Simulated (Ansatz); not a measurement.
A nudged elastic band was laid between two geometries of CH$_{5}$AlBN (9 atoms, charge 0, multiplicity 1).

Computed with Ansatz, RKS BHLYP/def2-SVP.

* movable images: 9
* climbing image: yes
* spring: 5.0 eV/Å²
* optimiser: quadratic models (default)
* start path: through a guess of the saddle point
* force threshold: 0.05 eV/Å
* iteration limit: 60
* end points: relaxed

Initial state:

```xyz
9
Properties=species:S:1:pos:R:3
B -0.929 1.768 -1.335
Al -0.104 0.214 -0.177
C 0.968 -1.274 0.450
N -0.097 -0.683 1.298
H -1.843 1.578 -2.088
H -0.492 2.884 -1.300
H 0.800 -2.305 0.119
H 1.994 -1.153 0.814
H -0.298 -1.030 2.218
```

Final state:

```xyz
9
Properties=species:S:1:pos:R:3
B -0.929 1.768 -1.335
Al -0.102 0.215 -0.177
C 0.969 -1.273 0.452
N -0.097 -0.683 1.297
H -0.502 2.887 -1.290
H -1.834 1.574 -2.098
H 0.804 -2.303 0.119
H 1.995 -1.150 0.818
H -0.304 -1.035 2.214
```

Task: What changes between the two ends?

Result: No bond is made or broken. The dihedral H5–B1–Al2–N4 goes from -91 to 90°. The two ends are copies of one structure, up to a mirror image or an exchange of like atoms.

Task: What energy profile does the band end with?

Result: The run converged. The highest image is number 5 of 0 to 10, 0.076 eV above the ends, which have the same energy within 2 meV. A vibrational analysis at the climbing image gives one clearly imaginary mode, 155i cm⁻¹: a first-order saddle point.

| image | path coordinate (Å) | energy (eV) | dihedral H5–B1–Al2–N4 (°) |
| --- | --- | --- | --- |
| 0 | 0.00 | 0.000 | -91 |
| 1 | 0.40 | 0.007 | -74 |
| 2 | 0.80 | 0.025 | -55 |
| 3 | 1.20 | 0.048 | -37 |
| 4 | 1.59 | 0.069 | -19 |
| 5 | 1.99 | 0.076 | 0 |
| 6 | 2.39 | 0.068 | 19 |
| 7 | 2.78 | 0.049 | 37 |
| 8 | 3.18 | 0.025 | 55 |
| 9 | 3.57 | 0.007 | 73 |
| 10 | 3.97 | 0.000 | 90 |

Task: What is the geometry of the highest image?

Result: 
```xyz
9
Properties=species:S:1:pos:R:3
B -0.921 1.787 -1.338
Al -0.064 0.213 -0.197
C 1.063 -1.182 0.520
N -0.239 -0.834 1.163
H -1.978 2.267 -1.041
H -0.377 2.239 -2.305
H 1.122 -2.189 0.091
H 1.955 -0.984 1.125
H -0.562 -1.315 1.982
```

Task: What are the harmonic wavenumbers there?

Result: 155i, 149, 151, 481, 487, 590, 668, 759, 833, 856, 1045, 1057, 1153, 1190, 1232, 1533, 2642, 2738, 3102, 3160, 3736 cm⁻¹.

The run took 7.8 min on 1 thread of Arm Neoverse V1 (shared host), peak memory 0.16 GiB.
